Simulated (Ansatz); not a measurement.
Reaction (SMILES): C[Si](C)(P)P -> [CH3] (CH3) + C[Si](P)P (the C-Si bond at the site shown breaks; other sites are not compared here)
Geometries: B3LYP-D3(BJ)/def2-TZVP minima from Ansatz (an electronic-structure program), one conformer each, not searched for the lowest.

Quantity: bond dissociation energy (electronic energy difference), in eV. Valence correlation only, unless marked. Open shells are spin-unrestricted. Spin-orbit coupling is left out. Non-relativistic unless marked X2C. Basis-set limits of correlation are two-point, X^-3; Hartree-Fock from the larger set.

```json
[
 {"level": "HF/cc-pV(D+d)Z", "program": "Ansatz", "bond dissociation energy (eV)": "2.82"},
 {"level": "HF/cc-pV(Q+d)Z", "program": "Ansatz", "bond dissociation energy (eV)": "2.81"}
]
```

Q: Estimate the value at CCSD(T)/CBS(cc-pV(T+d)Z,cc-pV(Q+d)Z) as computed with Ansatz.

A: 4.04 eV
